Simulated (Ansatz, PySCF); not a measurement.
Species: sum formula SiAsH4, net charge -1, singlet state. It need not be the lowest isomer of its formula. Whether it binds its extra electron was not tested at this geometry. 
Coordinates optimised at B3LYP-D3(BJ)/def2-TZVP (Ansatz, a quantum-chemistry and plane-wave program):
SMILES: [SiH3][AsH-]
```xyz
6

Si    -1.4353     0.1829     0.3782
As     0.7614    -0.1253    -0.2319
H     -2.3153    -0.6875    -0.4773
H     -2.0748     1.5457     0.2289
H     -1.8850    -0.1699     1.7789
H      1.2449     0.8855     0.8276
```
Charge -1, spin multiplicity 1.

Total electronic energies in hartree. Cores are frozen in the correlated levels unless marked. Spin-orbit coupling is left out. Frozen are the shells of the preceding noble gas and the d and f shells that filled before the atom's block. No relativistic terms. Basis-set limits of correlation are two-point, X^-3; Hartree-Fock from the larger set. The bracket is a focal-point correction in the basis named.

```json
[
 {"level": "HF/6-31G", "program": "Ansatz", "energy (Eh)": "-2525.04455"},
 {"level": "HF/6-31G*", "program": "Ansatz", "energy (Eh)": "-2525.15223"},
 {"level": "HF/def2-TZVPD", "program": "PySCF", "energy (Eh)": "-2525.48413"},
 {"level": "HF/def2-QZVPPD", "program": "Ansatz", "energy (Eh)": "-2525.53964"},
 {"level": "HF-D4/def2-TZVPD", "program": "PySCF + dftd4", "energy (Eh)": "-2525.50204"},
 {"level": "BLYP-D4/def2-TZVPD", "program": "Ansatz + dftd4", "energy (Eh)": "-2527.85963"},
 {"level": "TPSS/def2-TZVPD", "program": "PySCF", "energy (Eh)": "-2527.79895"},
 {"level": "r2SCAN/def2-TZVPD", "program": "Ansatz", "energy (Eh)": "-2527.77653"},
 {"level": "B3LYP/def2-TZVPD", "program": "Ansatz", "energy (Eh)": "-2527.88557"},
 {"level": "PBE0/def2-QZVPP", "program": "Ansatz", "energy (Eh)": "-2527.47502"},
 {"level": "TPSSh-D3(BJ)/def2-TZVPD", "program": "PySCF + dftd3", "energy (Eh)": "-2527.79540"},
 {"level": "TPSSh-D4/def2-TZVPD", "program": "PySCF + dftd4", "energy (Eh)": "-2527.79680"},
 {"level": "PW6B95-D4/def2-TZVPD", "program": "PySCF + dftd4", "energy (Eh)": "-2529.12457"},
 {"level": "M06-2X/def2-TZVPD", "program": "PySCF", "energy (Eh)": "-2527.79501"},
 {"level": "MN15/def2-TZVPD", "program": "PySCF", "energy (Eh)": "-2528.01652"},
 {"level": "LC-wPBE-D4/def2-TZVPD", "program": "Ansatz + dftd4", "energy (Eh)": "-2527.42678"},
 {"level": "PBE-QIDH/def2-TZVPD", "program": "Ansatz", "energy (Eh)": "-2526.95639"},
 {"level": "CCSD/STO-3G", "program": "Ansatz", "energy (Eh)": "-2497.13896"},
 {"level": "CCSD/def2-TZVPP", "program": "Ansatz", "energy (Eh)": "-2525.80561"},
 {"level": "CCSD(T)/STO-3G", "program": "Ansatz", "energy (Eh)": "-2497.13971"},
 {"level": "CCSD(T)/def2-SVPD", "program": "Ansatz", "energy (Eh)": "-2525.39213"},
 {"level": "CCSD(T)/def2-TZVPP", "program": "Ansatz", "energy (Eh)": "-2525.81883"},
 {"level": "RI-MP2/CBS(def2-TZVPPD,def2-QZVPPD)+[CCSD(T)-MP2]/def2-TZVPPD", "program": "Ansatz", "energy (Eh)": "-2525.9165"}
]
```

Totals of different functionals don't rank their quality; only differences between species are comparable.
